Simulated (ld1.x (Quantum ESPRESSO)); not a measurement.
# Reading a pseudo-wave (aluminium (Al))

Columns: radius, all-electron u(r) and pseudo u(r) of the 3s shell (level -14.81 eV) of aluminium in the configuration [Ne] 3s2 3p0; PBE, scalar-relativistic, PAW scheme, ld1.x (Quantum ESPRESSO) 7.5.

```json
{"r (bohr)": "0.105", "all-electron": "0.1199", "pseudo": "0.0496"}
{"r (bohr)": "0.210", "all-electron": "-0.1077", "pseudo": "0.0992"}
{"r (bohr)": "0.315", "all-electron": "-0.2706", "pseudo": "0.1487"}
{"r (bohr)": "0.420", "all-electron": "-0.3188", "pseudo": "0.1982"}
{"r (bohr)": "0.525", "all-electron": "-0.2801", "pseudo": "0.2474"}
{"r (bohr)": "0.630", "all-electron": "-0.1893", "pseudo": "0.2963"}
{"r (bohr)": "0.735", "all-electron": "-0.0731", "pseudo": "0.3445"}
{"r (bohr)": "0.840", "all-electron": "0.0506", "pseudo": "0.3917"}
{"r (bohr)": "0.945", "all-electron": "0.1710", "pseudo": "0.4376"}
{"r (bohr)": "1.050", "all-electron": "0.2818", "pseudo": "0.4817"}
{"r (bohr)": "1.155", "all-electron": "0.3798", "pseudo": "0.5234"}
{"r (bohr)": "1.260", "all-electron": "0.4637", "pseudo": "0.5622"}
{"r (bohr)": "1.365", "all-electron": "0.5334", "pseudo": "0.5975"}
{"r (bohr)": "1.470", "all-electron": "0.5896", "pseudo": "0.6288"}
{"r (bohr)": "1.575", "all-electron": "0.6335", "pseudo": "0.6555"}
{"r (bohr)": "1.680", "all-electron": "0.6663", "pseudo": "0.6771"}
{"r (bohr)": "1.785", "all-electron": "0.6889", "pseudo": "0.6931"}
{"r (bohr)": "1.890", "all-electron": "0.7022", "pseudo": "0.7034"}
{"r (bohr)": "1.995", "all-electron": "0.7073", "pseudo": "0.7074"}
{"r (bohr)": "2.100", "all-electron": "0.7053", "pseudo": "0.7053"}
{"r (bohr)": "2.205", "all-electron": "0.6971", "pseudo": "0.6971"}
{"r (bohr)": "2.310", "all-electron": "0.6838", "pseudo": "0.6838"}
{"r (bohr)": "2.415", "all-electron": "0.6662", "pseudo": "0.6662"}
{"r (bohr)": "2.520", "all-electron": "0.6453", "pseudo": "0.6453"}
{"r (bohr)": "2.625", "all-electron": "0.6218", "pseudo": "0.6218"}
{"r (bohr)": "2.730", "all-electron": "0.5963", "pseudo": "0.5963"}
```

How many radial nodes do the two functions have?

The all-electron 3s function has n − l − 1 = 2; the pseudo-wave has 0, since the states of the same l below it are removed with the core.

At about which radius was the pseudo-wave matched?

2.10 bohr, where the columns begin to agree (steps of 0.10 bohr).

Where does each function peak?

Outermost all-electron maximum near 2.00 bohr, pseudo maximum near 2.00 bohr (to the table’s step).

Is the pseudo-wave norm-conserving?

No, it belongs to a PAW set: the norm inside the radius is not constrained, and the difference is carried by the augmentation charge.
